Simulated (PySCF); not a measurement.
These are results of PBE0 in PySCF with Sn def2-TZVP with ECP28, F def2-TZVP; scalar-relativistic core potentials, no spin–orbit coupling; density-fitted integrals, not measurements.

Each entry is the lowest minimum that a search over a few typed start shapes (and spin states, where more than one is plausible) found, or that minimum re-optimised at the stated level; isomers with ligand–ligand bonds, or fragments after loss of a ligand pair, can lie lower. Open shells are unrestricted.

SnF₃ is a doublet of C3v symmetry with Sn–F 1.908 Å (×3); F–Sn–F 105.8° (×3). Its wavenumbers are 151 (×2), 184, 613, 626 (×2) cm⁻¹.

Q: What changes when one electron is removed, giving SnF₃⁺?

A: It costs 10.15 eV between the minima (10.17 eV with zero-point energy). SnF₃⁺ is a singlet of D3h symmetry with Sn–F 1.838 Å (×3); F–Sn–F 120.0° (×3); wavenumbers 138 (×2), 154, 694, 757 (×2) cm⁻¹.
